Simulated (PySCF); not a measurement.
Si(H)(OH)2(SeH) (H4O2SeSi), SMILES O[SiH](O)[SeH].

The structure is a stationary point at PBE-D3(BJ)/def2-SVP. The structure was generated by enumeration, and PubChem lists no compound with its InChIKey, so it may never have been made. The values are those of a single conformer.

Method: PySCF with PBE/def2-TZVP.

```yaml
total_energy: -2843.43645 hartree
highest_occupied_level: -6.16 eV
lowest_empty_level: -1.09 eV
orbital_gap: 5.07 eV
dipole_moment: 2.06 D
quadrupole, principal values (traceless, Buckingham form, about the centre of nuclear charge): -8.33, 1.89, 6.44 D·Å
mean_static_polarisability: 60.5 bohr³ (8.97 Å³)
polarisability_principal_values: 52.5, 56.5, 72.5 bohr³
```
